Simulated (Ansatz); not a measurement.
Cartesian coordinates in Å:
```
Si 0.6889 -1.3797 0.5444
O 0.7669 0.0576 -0.2347
Sn -0.4529 1.5158 -0.6377
Cl -2.5788 0.7039 -0.1687
H -0.1610 -2.3500 -0.1970
H 2.0704 -1.9168 0.6417
H 0.1311 -1.2192 1.9158
H -0.3423 1.8052 -2.3039
H -0.1222 2.7832 0.4401
```

Charge 0, multiplicity 1. Sn takes the def2 core potential.

(1) List the PBE/def2-TZVPP orbital energies in eV (Ansatz). (Estimate.)

Answers

(1) Ansatz gave: Occupied: -2738.84, -1779.84, -510.21, -249.40, -190.10, -189.93, -189.92, -137.51, -134.30, -94.28, -94.22, -94.22, -90.30, -90.23, -90.17, -27.10, -26.79, -26.68, -26.63, -26.60, -23.71, -20.00, -14.01, -12.41, -10.05, -9.64, -9.58, -8.77, -8.71, -7.84, -7.65, -7.35, -7.06. Lowest empty: -1.98, -1.45, -0.79, 0.16, 0.82, 1.12, 1.29, 1.37.
